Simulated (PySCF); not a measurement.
## Cs₂Cl⁺: bending curve

Level of theory: PySCF, PBE0, basis Cl def2-TZVP, Cs def2-TZVP with ECP46 (scalar-relativistic core potentials, no spin–orbit coupling, density fitting).

Rigid scan from the singlet minimum (Cl–Cs 3.096 Å (×2); Cs–Cl–Cs 180.0°). Coordinate: the Cs–Cl–Cs angle, bonds fixed. Energies in kJ/mol from the minimum.

(1) Predict the curve at 80, 90, 100, 110, 120, 130, 140, 150, 160, 170, 180.

## Answers

(1) 
```tsv
bond angle (°)	E (kJ/mol)	dipole size (D, about the centre of mass)
80	89.1	8.50
90	64.5	7.91
100	45.8	7.25
110	31.2	6.52
120	21.6	5.73
130	14.3	4.87
140	8.5	3.97
150	4.2	3.02
160	1.9	2.03
170	0.4	1.02
180	0.0	0.00
```

The scan took 7.1 s on 2 threads of a shared Arm Neoverse V2 host; the process peaked at 0.85 GiB. Launch command: `OMP_NUM_THREADS=2 python axn.py task.json out`.
